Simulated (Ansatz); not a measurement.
## Redistribution: Si(CH3)(SiH3)F2 + SiH(SiH3)2F → Si(CH3)(SiH3)2F + SiH(SiH3)F2

Gas-phase species: Si(CH3)(SiH3)F2, singlet; SiH(SiH3)2F, singlet; Si(CH3)(SiH3)2F, singlet; SiH(SiH3)F2, singlet. The partners trade F for SiH3; both sit on Si, so the bond types are kept.

Shapes, held fixed at every level: PBE0-D4/def2-TZVP. Programs: Ansatz 0.2.0. Electronic energies: no zero-point or thermal term.

| level | kind | ΔE (kJ/mol) | less CCSD(T)/CBS estimate |
| --- | --- | --- | --- |
| r2SCAN-D4/def2-TZVPP | meta-GGA | +10.4 | +1.7 |
| B3LYP-D4/def2-TZVPP | global hybrid | +9.0 | +0.3 |
| wB97M-V/def2-TZVPP | range-separated hybrid | +9.7 | +1.0 |
| wB97X-V/def2-TZVPP | range-separated hybrid | +9.6 | +0.9 |
| CCSD(T)/def2-TZVPP | coupled cluster or CI | +8.7 | 0.0 |
| CCSD/def2-TZVPP | coupled cluster or CI | +9.3 | +0.6 |
| CCSD(T)/CBS estimate | coupled cluster or CI | +8.7 | 0.0 |

The highest level, CCSD(T)/CBS estimate, gives ΔE = +8.7 kJ/mol; the levels span +8.7 to +10.4. The column of differences is taken from that level and isn't an error. No measured value is set beside it here. The CBS estimate extrapolates MP2 from def2-TZVPP and def2-QZVPP and adds CCSD(T) − MP2 in the triple-zeta set, cores frozen.
